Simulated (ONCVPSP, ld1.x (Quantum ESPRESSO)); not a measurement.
## Pseudopotentials across the periodic table

Generated with ld1.x 7.5 (TM, RRKJ, ultrasoft, PAW), atompaw 4.2 or ONCVPSP 4.0.1. The cutoff is in Ry: for ld1.x and atompaw files where the sum of valence levels is converged to 10 mRy in a Bessel basis, for ONCV files where the hardest occupied wave has 1 mHa per electron of residual kinetic energy. The error is the largest all-electron minus pseudo excitation energy over each file’s own four to seven test configurations (ionisations up to +4, promotions, holes and added fractions of an electron), all of which were solved. The labels leave out finer settings (local radius, basis sizes, second energies), which also bear on the numbers. Spin-polarised tests are not counted. The rows are a selection from randomly drawn settings: files with unsolved tests, undetermined cutoffs or missed reference levels are left out.

A true bound ghost makes a file unfit for plane-wave use even where its test errors are small: the radial tests pick states by their node count and pass the ghost by.

| element | potential | cutoff (Ry) | largest error (meV) | bound ghosts |
| --- | --- | --- | --- | --- |
| Be | ONCV, LDA (Perdew-Zunger), scalar-relativistic, rc 0.65/0.60/0.70 (spd), local smoothed, core correction no, reference 1s2 2s2, qcut 20.4/12.6/14, projectors 2/3/2 | 262 | +3.6 | none |
| Si | RRKJ, PBEsol, non-relativistic, rc 1.70/1.60/1.80 (spd), local p, core correction no, reference 3s2 3p2 | 18 | +71 | none |
| K | ONCV, LDA (Perdew-Wang 92), scalar-relativistic, rc 3.90/2.10/3.80 (spd), local smoothed, core correction yes, reference 3p6 4s0.75, qcut 1.6/6.8/2.7, projectors 2/2/2 | 25 | -51 | none |
| Ti | ONCV, PBE, scalar-relativistic, rc 1.85/1.30/2.30 (spd), local smoothed, core correction no, reference 3s2 3p6 3d2 4s2, qcut 7.9/11.3/7.1, projectors 2/1/2 | 51 | +178 | none |

Problem. Fill in the row for P: ONCV, PBE, scalar-relativistic, rc 1.40/1.65 (sp), local smoothed, core correction yes, reference 3s2 3p3, qcut 5.8/6, projectors 2/2.

Solution. cutoff 64 Ry, largest error +48 meV, bound ghosts: s.

Problem. Fill in the row for Rh: ONCV, PBEsol, fully relativistic, rc 1.75/1.20/1.50 (spd), local smoothed, core correction no, reference 4s2 4p6 4d8 5s1, qcut 7.4/6.5/6.9, projectors 2/2/2.

Solution. cutoff 84 Ry, largest error +4.8 meV, bound ghosts: none.

Problem. Fill in the row for Si: TM, PBE, non-relativistic, rc 1.90/2.15/1.75 (spd), local smoothed, core correction no, reference 3s2 3p2.

Solution. cutoff 15 Ry, largest error +89 meV, bound ghosts: none.
